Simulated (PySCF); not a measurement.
triplet silylene (H₂Si), triplet, at a GFN2-xTB geometry. Base run: SVWN5/6-311G** (PySCF).

Input for PySCF:
```python
from pyscf import gto, scf, dft

mol = gto.M(
    atom='''
Si   -0.00639139   -0.00195053    0.08523542
H     0.04566728    1.28384221   -0.56751131
H     0.04381220   -1.25653473   -0.62578461
''',
    basis='6-311g**',
    spin=2,
    verbose=3,
)

mf = dft.UKS(mol)
mf.xc = 'lda,vwn'
mf.kernel()
```

The base run was repeated with changes; each row names its change, and settings that it needs were set with it.

```json
[
 {"change": "base", "ΔE vs base (mEh)": "0.000", "fitting functions": "-", "dipole (D)": "0.13"},
 {"change": "auxbasis = cc-pvdz-jkfit", "ΔE vs base (mEh)": "-0.020", "fitting functions": "158", "dipole (D)": "0.13"},
 {"change": "auxbasis = default (with mf = mf.density_fit())", "ΔE vs base (mEh)": "-0.010", "fitting functions": "181", "dipole (D)": "0.13"},
 {"change": "auxbasis = even-tempered beta=3.0", "ΔE vs base (mEh)": "-0.622", "fitting functions": "158", "dipole (D)": "0.13"},
 {"change": "auxbasis = autoaux", "ΔE vs base (mEh)": "-0.005", "fitting functions": "253", "dipole (D)": "0.13"},
 {"change": "auxbasis = even-tempered beta=2.0", "ΔE vs base (mEh)": "-0.010", "fitting functions": "243", "dipole (D)": "0.13"},
 {"change": "auxbasis = def2-universal-jfit", "ΔE vs base (mEh)": "-0.157", "fitting functions": "73", "dipole (D)": "0.13"},
 {"change": "auxbasis = def2-universal-jkfit", "ΔE vs base (mEh)": "-0.033", "fitting functions": "164", "dipole (D)": "0.13"},
 {"change": "auxbasis = even-tempered beta=1.6", "ΔE vs base (mEh)": "-0.003", "fitting functions": "362", "dipole (D)": "0.13"},
 {"change": "auxbasis = cc-pvqz-jkfit", "ΔE vs base (mEh)": "-0.005", "fitting functions": "250", "dipole (D)": "0.13"}
]
```

A fitting set is made for a task (jfit for Coulomb, jkfit for Coulomb and exchange, ri for correlation) and for a family of orbital bases.

Open shells are given as the SCF converged; they aren't shown to be the lowest states, and a large step between rows can be another state.
